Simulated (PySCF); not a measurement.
SMILES C(=C)[SiH2]Cl, CAM-B3LYP/def2-SVP optimised geometry.

```
9

C      1.34    -1.12     0.00
C      0.00    -1.12     0.00
Si    -1.05     0.41     0.00
Cl     0.17     2.09     0.00
H      1.91    -0.19     0.00
H      1.92    -2.05     0.00
H     -0.52    -2.09     0.00
H     -1.92     0.46     1.21
H     -1.91     0.47    -1.21
```

Density from CAM-B3LYP/def2-TZVP (PySCF 2.14.0) at that geometry.

Minimum of the electron density along straight lines between bonded atoms, close to the bond critical point (lines longer than 1.1 times the sum of covalent radii, or with two minima, are not listed):

```json
[
 {"bond": "C1–C2", "length / Å": "1.334", "ρ at the minimum / e bohr⁻³": "0.351", "∇²ρ there / e bohr⁻⁵": "-1.07", "position (fraction from the first atom)": "0.50"},
 {"bond": "C2–Si3", "length / Å": "1.861", "ρ at the minimum / e bohr⁻³": "0.127", "∇²ρ there / e bohr⁻⁵": "0.18", "position (fraction from the first atom)": "0.61"},
 {"bond": "Si3–Cl4", "length / Å": "2.075", "ρ at the minimum / e bohr⁻³": "0.096", "∇²ρ there / e bohr⁻⁵": "0.20", "position (fraction from the first atom)": "0.36"},
 {"bond": "C1–H5", "length / Å": "1.095", "ρ at the minimum / e bohr⁻³": "0.281", "∇²ρ there / e bohr⁻⁵": "-1.00", "position (fraction from the first atom)": "0.65"},
 {"bond": "C1–H6", "length / Å": "1.095", "ρ at the minimum / e bohr⁻³": "0.280", "∇²ρ there / e bohr⁻⁵": "-0.99", "position (fraction from the first atom)": "0.65"},
 {"bond": "C2–H7", "length / Å": "1.098", "ρ at the minimum / e bohr⁻³": "0.273", "∇²ρ there / e bohr⁻⁵": "-0.93", "position (fraction from the first atom)": "0.65"},
 {"bond": "Si3–H8", "length / Å": "1.485", "ρ at the minimum / e bohr⁻³": "0.125", "∇²ρ there / e bohr⁻⁵": "0.13", "position (fraction from the first atom)": "0.49"},
 {"bond": "Si3–H9", "length / Å": "1.485", "ρ at the minimum / e bohr⁻³": "0.125", "∇²ρ there / e bohr⁻⁵": "0.13", "position (fraction from the first atom)": "0.49"}
]
```
